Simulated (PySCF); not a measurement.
# Correlation energy of Pm⁺ (promethium, charge +1)

[Xe] 4f5 6p1, one real determinant (an excited configuration). All numbers are calculated (PySCF 2.14, scalar relativity by spin-free X2C-1e, in cc-pVDZ-X2C (8s7p5d3f1g, 84 functions)). Frozen: [Ar] 3d10; 32 electrons correlated.

MP2 pair energies summed by pair of shells (mhartree):

| pair | energy | share (%) |
| --- | --- | --- |
| 4d-4d | -143.24 | 18.2 |
| 5p-5p | -119.64 | 15.2 |
| 4f-5p | -106.55 | 13.5 |
| 4d-4f | -96.84 | 12.3 |
| 4d-5p | -91.08 | 11.6 |
| 4f-4f | -50.31 | 6.4 |
| 5s-5p | -33.11 | 4.2 |
| 4p-4d | -27.58 | 3.5 |
| 4d-5s | -23.92 | 3.0 |
| 4f-5s | -19.75 | 2.5 |
| 4p-4f | -17.77 | 2.3 |
| 4p-4p | -11.77 | 1.5 |
| 5p-6p | -10.12 | 1.3 |
| 4p-5p | -6.96 | 0.9 |
| 4s-4d | -6.66 | 0.8 |
| 5s-5s | -6.20 | 0.8 |
| 4p-5s | -4.02 | 0.5 |
| 4s-4f | -3.24 | 0.4 |
| 4s-4p | -2.87 | 0.4 |
| 4f-6p | -2.49 | 0.3 |
| 4d-6p | -1.31 | 0.2 |
| 4s-4s | -0.96 | 0.1 |
| 4s-5p | -0.81 | 0.1 |
| 5s-6p | -0.49 | 0.1 |
| 4s-5s | -0.26 | 0.0 |
| 4p-6p | -0.08 | 0.0 |
| 4s-6p | -0.01 | 0.0 |

Total MP2 correlation energy: -788.04 mhartree.

Same-spin part -320.19 and opposite-spin part -467.85 mhartree; SCS-MP2 scales them by 1/3 and 6/5 to -668.15 mhartree.

The basis was made for the ground configuration and has no added diffuse functions, which can raise the energy of the promoted electron.

The reference is one real determinant that mixes LS terms of this configuration.

This basis was not built for core-valence correlation, so the inner-shell part is incomplete.
